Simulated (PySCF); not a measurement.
# One molecule, several mistakes: BGe2H7N

Calculated results; nothing here was measured. They come from PySCF 2.14.0, an open-source quantum chemistry program, on an isolated molecule that a program drew, which may never have been made. The molecule is BGe2H7N (charge 0, doublet), drawn as the SMILES string `[GeH2][NH][BH][GeH3]`.

Each row is a Hartree-Fock (HF) and frozen-core CCSD(T) single point in the cc-pVDZ basis, meant for a local HF minimum. Run 1 is clean. Each other run has one planted mistake out of seven kinds, and not every kind appears here: one electron removed, one electron added, multiplicity raised by two, geometry at a saddle point, minimal basis STO-3G, one bond length entered in bohr, all coordinates scaled. The reference is restricted for singlets and unrestricted otherwise, and also for a bond in bohr. Adding or removing an electron swaps singlet and doublet. Electrons count all cores. HOMO and LUMO are orbital energies over both spins, the gradient is its largest component, and the lowest frequency (negative if imaginary) is given only where the gradient is small. Bond lengths are over the 10 bonds as drawn. T1 is the CCSD diagnostic: over 0.02 (restricted) or 0.045 (unrestricted) a single reference is doubtful. Germanium has the cc-pVDZ-PP basis, with a core potential (ECP10MDF) in place of its 10 inner electrons, and its 3s, 3p and 3d shells are frozen in CCSD(T).

Geometry of the clean run:
```xyz
11
BGe2H7N, angstrom
Ge   -2.3113    1.7035    1.9936
N    -1.0073    2.2913    0.7969
B     0.2581    1.7742    0.4973
Ge    1.1172    0.0784    1.3851
H    -3.3330    2.8486    2.0854
H    -1.6619    1.4139    3.3524
H    -1.2853    3.0941    0.2604
H     0.9181    2.3434   -0.3357
H     2.2719    0.4791    2.3195
H     1.7137   -0.8395    0.3049
H     0.1436   -0.7785    2.2150
```

```
run  electrons  basis functions  <S^2>  HOMO (eV)  LUMO (eV)  gradient (hartree/bohr)  lowest frequency (cm^-1)  mean bond (Å)  longest bond (Å)      T1  HF (hartree)  CCSD(T) (hartree)               mistake
  1         83              109  0.754      -8.94       0.89                  5.8e-06                        50         1.5260             2.098  0.0157    -669.96080         -670.47198              no fault
  2         82              109  0.000     -14.68      -7.06                  7.2e-02                         -         1.5260             2.098  0.0215    -669.66567         -670.17525  one electron removed
  3         84              109  0.000      -0.94       7.15                  6.8e-02                         -         1.5260             2.098  0.0198    -669.95938         -670.50452    one electron added
  4         83              109  0.754      -8.89       0.96                  1.0e-02                         -         1.5062             2.071  0.0153    -669.95908         -670.46817                     ?
```

**Which mistake was planted in run 4, and what did it cost?**

The mean and the longest bond both change by the same factor, 0.987, and the gradient is no longer small. So the mistake is: all coordinates scaled. Subtracting run 1 and multiplying by 627.51 kcal/mol a hartree, the energy moved by 1.1 kcal/mol in HF and 2.4 kcal/mol in CCSD(T).

Cautions from the logs. Run 2: T1 is over the limit, so its CCSD(T) energy is less reliable.
